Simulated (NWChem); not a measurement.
# C3H2ClN; SMILES N#C/C=C\Cl

All runs: NWChem. Pople sets run with spherical d functions. Coordinates come from a PBE-D3(BJ)/def2-SVP optimisation. Ions are spin-unrestricted doublets at the neutral geometry; other ion states weren't tried. Functional: LC-ωPBE (HJS hole) with 6-31G*; rows give the range parameter ω in 1/bohr.

Q: At which range parameter does −ε(HOMO) equal the ΔSCF ionisation energy (optimal tuning)?

A: about 0.37 per bohr, by linear interpolation in these runs:
```tsv
range parameter (1/bohr)	vertical ionisation energy, ΔSCF (eV)	−ε(HOMO) (eV)	ΔSCF minus −ε(HOMO) (eV)
0.15	9.99	8.76	1.23
0.40	10.42	10.56	-0.14
0.50	10.53	10.93	-0.40
0.60	10.59	11.17	-0.58
0.80	10.61	11.42	-0.81
```
